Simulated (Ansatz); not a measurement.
MoCl₆. The state is a singlet with charge 0. Geometry r2SCAN-D4/def2-SVP.

```xyz
7

Mo    0.000    0.001    0.000
Cl   -0.240    1.760    1.474
Cl    0.244   -1.761   -1.471
Cl    0.686   -1.362    1.733
Cl   -0.689    1.359   -1.733
Cl    2.190    0.618   -0.387
Cl   -2.191   -0.615    0.385
```

In the def2 sets Mo takes a core potential; there is no spin–orbit coupling.

**Question.** Estimate the orbital energies around the gap (eV) in Ansatz with PBE-D4/def2-SVP, r2SCANh-D4/def2-TZVP, PBE0-D4/def2-TZVP, BHLYP-D4/def2-TZVP, CAM-B3LYP-D4/def2-TZVP.

**Answer.** 
```tsv
orbital	PBE-D4/def2-SVP	r2SCANh-D4/def2-TZVP	PBE0-D4/def2-TZVP	BHLYP-D4/def2-TZVP	CAM-B3LYP-D4/def2-TZVP
HOMO−9	-9.83	-10.78	-11.31	-12.63	-12.70
HOMO−8	-8.45	-9.37	-9.85	-11.09	-11.17
HOMO−7	-8.44	-9.37	-9.85	-11.08	-11.16
HOMO−6	-8.44	-9.36	-9.85	-11.08	-11.16
HOMO−5	-8.39	-9.26	-9.71	-10.90	-10.99
HOMO−4	-8.39	-9.25	-9.71	-10.90	-10.98
HOMO−3	-8.39	-9.25	-9.71	-10.89	-10.98
HOMO−2	-7.80	-8.69	-9.18	-10.38	-10.50
HOMO−1	-7.80	-8.69	-9.18	-10.38	-10.50
HOMO	-7.80	-8.69	-9.18	-10.38	-10.50
LUMO	-6.22	-6.32	-5.96	-5.43	-5.15
LUMO+1	-6.22	-6.32	-5.96	-5.43	-5.15
LUMO+2	-6.22	-6.32	-5.96	-5.43	-5.15
LUMO+3	-3.11	-3.11	-2.73	-2.19	-1.92
LUMO+4	-3.11	-3.11	-2.73	-2.19	-1.92
LUMO+5	0.26	1.07	0.90	1.41	1.57
```
